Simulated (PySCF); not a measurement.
A PySCF script (with the pyscf-properties extension) for the NMR shieldings of SMILES C=CCB(C)c1ccco1, C8H11BO, on a PBE0-D3(BJ)/def2-SVP geometry:

```python
import basis_set_exchange as bse
import numpy as np
from pyscf import gto, dft
from pyscf.prop import nmr

atoms = """
C     2.368853    1.452469    0.102185
C     2.333146    0.159178   -0.235483
C     1.319708   -0.474033   -1.147273
B     0.187213   -0.928326   -0.137071
C     0.307841   -2.284682    0.649150
C    -1.018435    0.001637    0.089169
C    -2.094625   -0.044401    0.952849
C    -2.884824    1.110607    0.719758
C    -2.239654    1.790840   -0.278544
O    -1.137006    1.147586   -0.658984
H     3.114012    1.837321    0.803075
H     1.652432    2.167602   -0.314597
H     3.058656   -0.520501    0.229437
H     1.767336   -1.327272   -1.680309
H     0.947246    0.258365   -1.877636
H    -0.368777   -2.393600    1.509009
H     1.340098   -2.470441    0.987094
H     0.075648   -3.101735   -0.059339
H    -2.283723   -0.831660    1.680222
H    -3.805918    1.406762    1.216875
H    -2.459916    2.724143   -0.793237
"""
names = dict.fromkeys(["C", "B", "O", "H"], "pcSseg-1")
basis = {el: gto.basis.parse(bse.get_basis(n, elements=[el], fmt="nwchem")) for el, n in names.items()}
mol = gto.M(atom=atoms, basis=basis, charge=0, verbose=0)
mf = dft.RKS(mol, xc="PBE0")
mf.grids.level = 2
mf.grids.alignment = dft.numint.BLKSIZE   # the property module wants whole blocks of grid points
mf.conv_tol = 1e-9
mf.kernel()

calc = nmr.RKS(mf)   # GIAO
C = mf.mo_coeff
Co = C[:, mf.mo_occ > 0]
resp = mf.gen_response(singlet=True, hermi=2)
def vind(x):   # induced exchange potential for any number of trial vectors
    d = np.einsum("pi,xij,qj->xpq", C, 2 * x.reshape(-1, C.shape[1], Co.shape[1]), Co, optimize=True)
    return np.einsum("xpq,pi,qj->xij", resp(d - d.transpose(0, 2, 1)), C, Co, optimize=True).ravel()
mo1, _ = nmr.rhf.solve_mo1(calc, with_cphf=vind)
sigma = calc.kernel(mo1)
for i, s in enumerate(sigma):   # ppm
    w = np.linalg.eigvalsh((s + s.T) / 2)
    print("%2d %-2s iso %8.1f  s11 %8.1f  s22 %8.1f  s33 %8.1f" % (i, mol.atom_pure_symbol(i), w.mean(), *w))
```

Problem. What are the results?

Solution. 
```
 0 C  iso     57.0  s11    -59.7  s22     75.1  s33    155.7
 1 C  iso     43.3  s11    -76.8  s22     51.5  s33    155.2
 2 C  iso    152.6  s11    125.4  s22    154.4  s33    178.1
 3 B  iso     44.0  s11    -12.5  s22     27.0  s33    117.4
 4 C  iso    175.8  s11    159.9  s22    181.2  s33    186.1
 5 C  iso     16.5  s11    -62.4  s22     13.4  s33     98.5
 6 C  iso     49.5  s11    -48.8  s22     37.8  s33    159.3
 7 C  iso     67.2  s11    -17.9  s22     62.0  s33    157.5
 8 C  iso     30.6  s11    -54.3  s22     39.2  s33    107.0
 9 O  iso      9.3  s11   -157.0  s22    -71.9  s33    256.8
10 H  iso     26.0  s11     23.1  s22     25.1  s33     29.7
11 H  iso     25.9  s11     22.2  s22     25.3  s33     30.2
12 H  iso     25.4  s11     23.0  s22     25.2  s33     27.9
13 H  iso     29.2  s11     26.1  s22     27.8  s33     33.7
14 H  iso     28.1  s11     24.8  s22     27.8  s33     31.7
15 H  iso     30.1  s11     25.0  s22     29.6  s33     35.8
16 H  iso     30.2  s11     25.9  s22     29.7  s33     35.1
17 H  iso     30.6  s11     26.7  s22     28.7  s33     36.6
18 H  iso     23.7  s11     21.1  s22     22.8  s33     27.1
19 H  iso     24.6  s11     22.5  s22     25.4  s33     25.9
20 H  iso     23.5  s11     20.5  s22     24.6  s33     25.5
```

These numbers come from an equivalent density-fitted implementation of the same equations, which agrees with the script to about 0.01 ppm for H and up to a few tenths of a ppm for heavy atoms, so last digits may differ.

Problem. Turn these shieldings into chemical shifts. Referencing at the same level of theory: 13C (σref 184.41), 1H (σref 31.27) vs TMS; BF3·OEt2 for 11B (σref 100.73); 17O (σref 334.56) against H2O.

Solution. Averaging equivalent atoms: C 5: 167.9; C 8: 153.8; C 1: 141.1; C 6: 135.0; C 0: 127.4; C 7: 117.2; C 2: 31.8; C 4: 8.6; B 3: 56.8; O 9: 325.3; H 20: 7.74; H 18: 7.59; H 19: 6.68; H 12: 5.90; H 11: 5.37; H 10: 5.29; H 13/14: 2.62; H 15/16/17: 0.92 ppm. Unscaled 17O shifts of doubly bonded oxygen tend to come out too high, by tens of ppm or more. Experimental scales use liquid or dissolved standards, which lie at an offset from isolated H2O (liquid H2O: subtract about 36 ppm).

Size and cost of the density-fitted run: 225 basis functions, 50 s wall time on 1 thread of an Arm Neoverse V2, shared host; peak memory 1.2 GiB.
